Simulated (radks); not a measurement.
The numbers below are computed, except where a source is named.
How relativity changes the ionisation of neutral strontium ([Kr] 5s2) to Sr+ ([Kr] 5s1). Spin-unpolarised spherical Kohn-Sham, PBEsol, point nucleus unless stated (finite: rms radius 4.224 fm), a radial shooting solver on a logarithmic mesh with Libxc functionals. A level marked "c x" has the speed of light scaled by that factor.

| level | E(Sr) (hartree) | E(Sr+) (hartree) | IE (eV) | HOMO | <r> HOMO (bohr) |
|---|---|---|---|---|---|
| non-rel. | -3131.10303 | -3130.88946 | 5.811 | 5s | 4.381 |
| scalar-rel. | -3177.57490 | -3177.35822 | 5.896 | 5s | 4.315 |
| scalar-rel., finite nucleus | -3177.54333 | -3177.32666 | 5.896 | 5s | 4.315 |
| Dirac | -3177.87921 | -3177.66254 | 5.896 | 5s1/2 | 4.316 |
| Dirac, finite nucleus | -3177.84760 | -3177.63093 | 5.896 | 5s1/2 | 4.316 |
| Dirac, c x 0.75 | -3216.89046 | -3216.67113 | 5.968 | 5s1/2 | 4.262 |
| Dirac, c x 0.85 | -3196.83527 | -3196.61732 | 5.931 | 5s1/2 | 4.289 |
| Dirac, c x 2 | -3142.46731 | -3142.25300 | 5.832 | 5s1/2 | 4.365 |

NIST Atomic Spectra Database: 5.695 eV (measured). The relativistic part of the total energy of Sr is -46.74 hartree (Dirac, finite nucleus), 1.5 % of the non-relativistic value. Spin polarisation and multiplet splitting of open shells are left out at every level.

Beside tabulated values, note that relativity, absent from the non-relativistic runs, is large for the heavy elements, and spin-unpolarised runs miss the spin-polarisation part of the exchange energy of open shells.
